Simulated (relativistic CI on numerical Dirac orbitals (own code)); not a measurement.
# Crystal-field levels of Yb⁴⁺, 4f12

Calculated by Dirac-Coulomb-Breit CI, orbitals from a KLI potential per configuration, QED by a radiative potential, one configuration in a parametric crystal field, unscaled Slater integrals (own radial code). With so little scaling, terms lie 10 to 35 % too far apart, which can change the order of excited levels.

Field parameters in Wybourne normalisation; cubic f-shell fields have B⁴₄ = √(5/14) B⁴₀ and B⁶₄ = −√(7/2) B⁶₀. The field is a parameter set, without covalency.

S and J are read from ⟨S²⟩ = S(S + 1) and ⟨J²⟩ = J(J + 1) of each level; they are not fictitious spins.

D3d, B20 = 820, B40 = -1290, B43 = 2500, B60 = -190, B63 = 720, B66 = -840 cm⁻¹, the lowest 10 levels:

```tsv
E (cm⁻¹)	Degeneracy	Irrep	S	J
0.0	1	A1	1.00	5.99
114	2	E	1.00	5.99
407	2	E	1.00	6.00
666	1	A2	0.99	5.99
696	1	A1	1.00	6.00
952	1	A2	1.00	6.00
980	1	A1	0.99	5.99
1049	2	E	0.99	6.00
1071	2	E	0.99	6.00
7435	2	E	0.74	4.01
```

D3d, B20 = 2100, B40 = 490, B43 = 2070, B60 = -50, B63 = 810, B66 = 770 cm⁻¹, the lowest 16 levels:

```csv
E (cm⁻¹),Degeneracy,Irrep,S,J
0.0,1,A1,0.99,5.99
83.4,2,E,0.99,5.99
280,2,E,0.99,6.00
390,1,A2,1.00,6.00
851,1,A1,0.99,5.99
903,2,E,0.99,5.99
1079,2,E,1.00,6.00
1444,1,A2,0.99,5.99
1449,1,A1,0.99,5.99
7598,2,E,0.74,4.02
7645,1,A1,0.74,4.02
7922,2,E,0.75,4.03
7982,1,A2,0.77,4.05
8228,1,A1,0.75,4.01
8325,2,E,0.77,4.01
9641,1,A2,0.99,4.97
```

Oh, B40 = -510, B60 = -950 cm⁻¹, the lowest 10 levels:

| E (cm⁻¹) | Degeneracy | Irrep | S | J |
| --- | --- | --- | --- | --- |
| 0.0 | 3 | T2 | 1.00 | 6.00 |
| 144 | 2 | E | 1.00 | 6.00 |
| 419 | 3 | T1 | 1.00 | 6.00 |
| 448 | 1 | A1 | 1.00 | 6.00 |
| 561 | 3 | T2 | 1.00 | 6.00 |
| 746 | 1 | A2 | 1.00 | 6.00 |
| 7302 | 2 | E | 0.74 | 4.00 |
| 7459 | 3 | T1 | 0.76 | 4.05 |
| 7770 | 3 | T2 | 0.76 | 4.01 |
| 7901 | 1 | A1 | 0.76 | 4.00 |

C2v, B20 = -260, B22 = -130, B40 = 1190, B42 = -340, B44 = 1070, B60 = 820, B62 = -310, B64 = 450, B66 = 680 cm⁻¹, the lowest 10 levels:

| E (cm⁻¹) | Degeneracy | S | J |
| --- | --- | --- | --- |
| 0.0 | 1 | 1.00 | 6.00 |
| 29.3 | 1 | 1.00 | 6.00 |
| 103 | 1 | 1.00 | 6.00 |
| 137 | 1 | 1.00 | 6.00 |
| 158 | 1 | 1.00 | 6.00 |
| 251 | 1 | 1.00 | 6.00 |
| 294 | 1 | 1.00 | 6.00 |
| 308 | 1 | 1.00 | 6.00 |
| 323 | 1 | 1.00 | 6.00 |
| 583 | 1 | 1.00 | 6.00 |

D3h, B20 = 1210, B40 = 300, B60 = -210, B66 = -200 cm⁻¹, the lowest 16 levels:

```csv
E (cm⁻¹),Degeneracy,S,J
0.0,1,1.00,6.00
23.5,2,1.00,6.00
84.0,2,1.00,6.00
141,1,1.00,6.00
203,1,1.00,6.00
272,2,1.00,6.00
410,2,1.00,6.00
716,1,1.00,6.00
717,1,1.00,6.00
7475,1,0.75,4.00
7477,2,0.75,4.00
7528,1,0.75,4.00
7533,2,0.76,4.00
7546,2,0.75,4.00
7589,1,0.75,4.00
9494,1,1.00,5.00
```

The next free-ion level lies 7263 cm⁻¹ above the lowest; the field splits the ground level into components whose J stays near 6 as long as their spread is small against that gap.

Levels of this model without a field, named by their leading LS term: 3H_6 0, 3F_4 7263, 3H_5 9469, 3H_4 14889, 3F_3 18074, 3F_2 19392, 1G_4 24456, 1D_2 37010 cm⁻¹.
